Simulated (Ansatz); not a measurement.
PBE exchange is replaced step by step with exact exchange (0 % is PBE, 25 % PBE0; no dispersion term), basis def2-SVP, Ansatz. System: Ni2Br4 (the lowest singlet isomer of a short search). Charge 0, multiplicity 1. Geometry: PBE0-D4/def2-SVP.

Geometry of the singlet:

| atom | x (Å) | y (Å) | z (Å) |
| --- | --- | --- | --- |
| Ni1 | 0.5675 | -1.2855 | 0.2046 |
| Ni2 | -0.4550 | 1.3390 | -0.1265 |
| Br3 | 1.0435 | -3.0241 | -1.0568 |
| Br4 | -0.3094 | 0.1752 | 1.8194 |
| Br5 | -2.3686 | 2.3921 | 0.1378 |
| Br6 | 1.5220 | 0.4032 | -0.9784 |

The restricted singlet is unstable towards broken spin symmetry in Hartree–Fock (as tested in another run); at PBE-D4/def2-SVP, PBE with 10 % exact exchange/def2-SVP, PBE with 15 % exact exchange/def2-SVP, PBE0-D4/def2-SVP and others this wasn't settled. At PBE-D4/def2-SVP an occupied level of the charge 0 singlet lies above an empty one (by up to 0.05 eV), so this SCF solution is probably not the lowest. The geometry of the singlet was relaxed on an unsound state (restricted singlet whose occupied levels cross empty ones at other levels, untested at these). At PBE0-D4/def2-TZVP a quintet of charge 0 lies 1.97 eV below the restricted singlet, each at its own geometry. Another isomer (singlet) lies 0.05 eV lower at PBE0-D4/def2-TZVP.

```tsv
exact exchange (%)	HOMO (eV)	LUMO (eV)	gap (eV)
0	-5.63	-5.69	-0.05
10	-6.29	-5.40	0.88
15	-6.78	-5.23	1.55
25	-7.70	-4.86	2.84
40	-8.73	-4.22	4.51
```
